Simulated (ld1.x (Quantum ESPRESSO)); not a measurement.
## chromium: one change to an ultrasoft potential, before and after

```json
{"Element": "Cr", "Generator": "ld1.x (Quantum ESPRESSO) 7.5", "Type": "ultrasoft", "Functional": "PBEsol", "Relativity": "non-relativistic", "Frozen core": "[Ne]", "Valence charge": "14", "Reference configuration": "3s2 3p6 3d6 4s0 4p0", "Partial waves": "3s (bound): rcut 1.30, rcutus 1.40 bohr; 4s (bound, empty): rcut 1.30, rcutus 1.40 bohr; 3p (bound): rcut 1.35, rcutus 1.60 bohr; 4p (bound, empty): rcut 1.35, rcutus 1.60 bohr; 3d (bound): rcut 1.55, rcutus 1.80 bohr; 3d channel at 0.75 Ry: rcut 1.55, rcutus 1.80 bohr", "Local potential": "all-electron potential smoothed inside 1.75 bohr (lloc = -1)", "Core correction": "Bessel-smoothed model core, default radius (core density twice the valence density)", "Augmentation charge": "PSQ, inside the norm-conserving radii"}
```

All-electron outer shells of the reference configuration (PBEsol, non-relativistic, ld1.x):

```csv
shell,level (eV),outermost node (bohr),outermost maximum (bohr)
2s,-654.48,0.09,0.25
2p,-556.06,–,0.20
3s,-69.96,0.36,0.79
3p,-42.75,0.33,0.81
4s,-3.41,1.14,2.88
3d,-1.31,–,0.85
4p,-0.77,1.27,4.30
```

Change: augmentation PSQ, radius 1.25 bohr.

Cutoffs: the cutoffs (Ry, on a coarse ladder) from which the occupation-weighted sum of valence levels, in a spherical-Bessel basis at the reference potential, stays within 10 and 1 mRy of its value at 400 Ry; they do not see the model core or the augmentation charge, which bear on the density cutoff. Errors are all-electron minus pseudo energies relative to the spin-unpolarised reference configuration.

**Question.** Predict the effect on cutoff, ghosts and configuration errors.

**Answer.** The potential gets neither clearly harder nor softer (35 Ry and 60 Ry → 35 Ry and 60 Ry); of the 7 tests that both files solve, the error grows in 3 and shrinks in 3 by more than 15 % and 0.3 meV (median size 6.7 → 6.4 meV); neither file shows a bound ghost.

| quantity | base | changed |
| --- | --- | --- |
| cutoff, loose | 35 Ry | 35 Ry |
| cutoff, tight | 60 Ry | 60 Ry |
| bound ghosts | none | none |
| error for 3s2 3p6 3d5 4s1 4p0, meV [ΔE -1.58 eV] | +1.3 | -0.3 |
| error for 3s2 3p6 3d5 4s0 4p0, meV [ΔE 5.17 eV] | -6.7 | -5.8 |
| error for 3s2 3p6 3d4 4s0 4p0, meV [ΔE 21.28 eV] | +2.7 | -11 |
| error for 3s2 3p6 3d4 4s1 4p1, meV [ΔE 2.08 eV] | +25 | +1.7 |
| error for 3s2 3p6 3d5 4s0 4p1, meV [ΔE 1.47 eV] | -0.5 | -6.4 |
| error for 3s2 3p6 3d4 4s2 4p0, meV [ΔE -1.45 eV] | +27 | +7.4 |
| error for 3s1 3p6 3d5 4s1 4p0, meV [ΔE 77.01 eV] | +15 | -22 |
| s: phases at 1.95 bohr within 0.05 rad from the reference energy up to (Ry; the scan ends near 5) | to the end of the scan | to the end of the scan |
| p: phases at 1.95 bohr within 0.05 rad from the reference energy up to (Ry; the scan ends near 5) | to the end of the scan | to the end of the scan |
| d: phases at 1.95 bohr within 0.05 rad from the reference energy up to (Ry; the scan ends near 5) | 3.9 | 3.9 |
| lowest overlap eigenvalue by channel | s 0.19, p 0.13, d 1.00 | s 0.19, p 0.13, d 1.00 |
